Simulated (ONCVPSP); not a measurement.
What one change does to a pseudopotential (tantalum, ONCV)

| Quantity | Value |
| --- | --- |
| Element | Ta |
| Generator | ONCVPSP 4.0.1 |
| Type | optimised norm-conserving Vanderbilt (ONCV) |
| Functional | PBE |
| Relativity | scalar-relativistic |
| Frozen core | [Kr] 4d10 4f14 |
| Valence charge | 13 |
| Reference configuration | 5s2 5p6 5d3 6s2 |
| Partial waves | 5s+6s: rc 2.00 bohr, ncon 4, nbas 7, qcut 4.9 1/bohr, 2 projectors; 5p: rc 1.85 bohr, ncon 4, nbas 7, qcut 6.2 1/bohr, 1 projector; 5d: rc 1.95 bohr, ncon 4, nbas 9, qcut 4.4 1/bohr, 2 projectors, debl 2.1 Ha |
| Local potential | polynomial inside 1.70 bohr (lpopt 5, dvloc0 -1 Ha) |
| Core correction | Teter function, fcfact 4.75, rcfact 1.4 |

Change: p: nproj 3.

Cutoffs: the cutoffs (Ha) at which the residual kinetic energy of the hardest occupied pseudo-wave falls to 1 and 0.1 mHa per electron; they do not see the model core or the augmentation charge, which bear on the density cutoff. Errors are all-electron minus pseudo energies relative to the spin-unpolarised reference configuration.

Problem. Predict the effect on cutoff, ghosts and configuration errors.

Solution. The potential gets neither clearly harder nor softer (20 Ha and 74 Ha → 20 Ha and 74 Ha); of the 4 tests that both files solve, the error grows in 1 and shrinks in 0 by more than 15 % and 0.3 meV (median size 8.7 → 9.8 meV); the range in which the p phases agree widens (upper end 0.5 → at the end of the scan); neither file shows a bound ghost.

| quantity | base | changed |
| --- | --- | --- |
| cutoff, loose | 20 Ha | 20 Ha |
| cutoff, tight | 74 Ha | 74 Ha |
| bound ghosts | none | none |
| GHOST(+) flags under 300 eV | none | none |
| error for 5s2 5p6 5d3 6s1, meV [ΔE 8.47 eV] | -3.6 | -3.6 |
| error for 5s2 5p6 5d3 6s0, meV [ΔE 23.44 eV] | -7.9 | -8.1 |
| error for 5s2 5p6 5d2 6s0, meV [ΔE 47.04 eV] | -9.4 | -12 |
| error for 5s2 5p5 5d3 6s2, meV [ΔE 44.98 eV] | -191 | -205 |
| s: phases at 2.03 bohr within 0.05 rad from the reference energy up to (Ha; the scan ends near 5) | 4.0 | 4.0 |
| p: phases at 1.88 bohr within 0.05 rad from the reference energy up to (Ha; the scan ends near 5) | 0.5 | to the end of the scan |
| d: phases at 1.98 bohr within 0.05 rad from the reference energy up to (Ha; the scan ends near 5) | to the end of the scan | to the end of the scan |
| rms error of d²Exc/dni dnj with the model core, mHa | 0.92 | 0.92 |
